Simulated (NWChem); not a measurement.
Species: CH5BO; SMILES CBO

```xyz
8

B     -0.5194     0.1396    -0.0008
H     -1.7271     0.2545     0.0006
C      0.1666    -1.2737    -0.0004
H     -0.1873    -1.8607    -0.8650
H     -0.1565    -1.8399     0.8902
H      1.2687    -1.2598    -0.0188
O      0.1604     1.3082     0.0001
H      1.1163     1.1848    -0.0014
```
Atoms are numbered in this order, from 1.

All runs: NWChem. Geometry: optimised at PBE0/def2-SVP. Ions are spin-unrestricted doublets at the neutral geometry; other ion states weren't tried.

For level PBE/def2-SVP:

| Item | Result |
|---|---|
| vertical ionisation energy, ΔSCF (eV) | 10.69 |
| −ε(HOMO) (eV) | 6.96 |

Task: Estimate the same quantities for level CAM-B3LYP/def2-SVP.

Result: 
| Quantity | Result |
|---|---|
| vertical ionisation energy, ΔSCF (eV) | 11.22 |
| −ε(HOMO) (eV) | 9.93 |
